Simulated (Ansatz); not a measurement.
Total energies of Al₇As₇H₂₀, a nanocrystal cut from zinc blende AlAs (hydrogen-capped) from Ansatz at PBE0-D4/def2-TZVP, gas phase (1 Eh = 27.2114 eV = 2625.5 kJ/mol). The reference geometry is relaxed at PBE-D4/def2-SVP.

```tsv
atom	x (Å)	y (Å)	z (Å)
Al1	2.807	2.745	0.104
Al2	-3.905	-0.500	0.740
Al3	0.089	0.606	2.360
Al4	-0.798	1.659	-1.606
Al5	2.622	-0.262	-2.911
Al6	-0.093	-2.358	-0.609
Al7	3.518	-1.337	1.116
As8	-3.223	1.173	-0.976
As9	0.326	2.222	0.514
As10	3.437	0.440	-0.648
As11	-2.421	0.222	2.606
As12	-2.586	-2.452	-0.071
As13	0.976	-1.502	1.440
As14	0.157	-0.523	-2.236
H15	3.414	3.078	1.552
H16	2.826	3.787	-1.117
H17	-5.462	-0.700	1.035
H18	0.576	1.053	3.811
H19	-0.889	2.789	-2.728
H20	2.650	0.960	-3.952
H21	3.119	-1.742	-3.282
H22	0.276	-3.835	-1.085
H23	4.088	-0.765	2.503
H24	3.960	-2.754	0.503
H25	-3.956	2.458	-0.603
H26	-4.047	0.839	-2.216
H27	-0.364	3.493	1.006
H28	4.929	0.630	-0.931
H29	-3.103	1.442	3.220
H30	-2.709	-0.749	3.748
H31	-2.883	-3.578	0.915
H32	-3.377	-3.018	-1.247
H33	0.686	-2.555	2.509
H34	-0.639	-0.968	-3.463
```

```csv
state,geometry,energy (Eh)
charge 0 singlet,reference,-17357.92341
charge 1 doublet,reference,-17357.61904
charge -1 doublet,reference,-17357.95037
free Al atom (doublet),–,-242.24894
free As atom (quartet),–,-2235.53903
free H atom (doublet),–,-0.50104
```

Single mean-field runs in def2-TZVP are fitted with def2-universal-jkfit.

**Question.** Work out the vertical ionisation energy to the doublet.

**Answer.** E(charge 1 doublet) − E(charge 0 singlet) = -17357.61904 − (-17357.92341) = 0.30437 Eh = 8.28 eV. For comparison, −ε of the highest occupied level is 6.96 eV at this level, 1.32 eV less.

**Question.** Work out the vertical electron affinity, to the doublet.

**Answer.** E(charge 0 singlet) − E(charge -1 doublet) = -17357.92341 − (-17357.95037) = 0.02696 Eh = 0.73 eV. The basis lacks diffuse functions, which makes affinities too small.

**Question.** Give the fundamental gap IE − EA, the Mulliken electronegativity (IE + EA)/2 and the hardness (IE − EA)/2.

**Answer.** From the values in Eh: IE − EA = 0.30437 − 0.02696 = 0.27741 Eh = 7.55 eV; (IE + EA)/2 = 4.51 eV; (IE − EA)/2 = 3.77 eV. The HOMO–LUMO gap of the same run is 5.20 eV, 2.35 eV smaller than the fundamental gap.

**Question.** What is the binding energy per atom against free atoms?

**Answer.** Atoms: 7 × (-242.24894) + 7 × (-2235.53903) + 20 × (-0.50104) = -17354.53659 Eh. Binding: -17354.53659 − (-17357.92341) = 3.38682 Eh = 92.16 eV, or 2.71 eV for each of 34 atoms (no zero-point energy, no counterpoise term).

At PBE0-D4/def2-TZVP the highest occupied level of the charge -1 doublet lies above zero (up to 0.43 eV). By energy differences its removal costs 0.73 eV (vertical, to the charge 0 singlet, at PBE0-D4/def2-TZVP); self-interaction error and the lack of diffuse functions both raise the level.
